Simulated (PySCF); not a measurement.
**Mg: excitation energy**

Mg [Ne] 3s2 (1S) → Mg [Ne] 3s1 3p1 (3P), as a difference of total energies. Computed with PySCF 2.14 in def2-QZVPPD, with the non-relativistic Hamiltonian (point nucleus). Correlated levels: valence and next inner shell: 1s2 frozen. The calculations carry no spin-orbit coupling.

**Question.** Order these methods by the excitation energy they give, lowest first.
A. UHF
B. CCSD (valence and next inner shell)
C. MP2 (valence and next inner shell)
D. CCSD(T) (valence and next inner shell)

**Answer.** A (1.793 eV), C (2.516 eV), B (2.669 eV), D (2.698 eV).

Errors of the correlated levels include the incompleteness of this basis and the frozen core.

For comparison: 2.714 eV (measured; NIST levels, between the centres of gravity of the two terms).
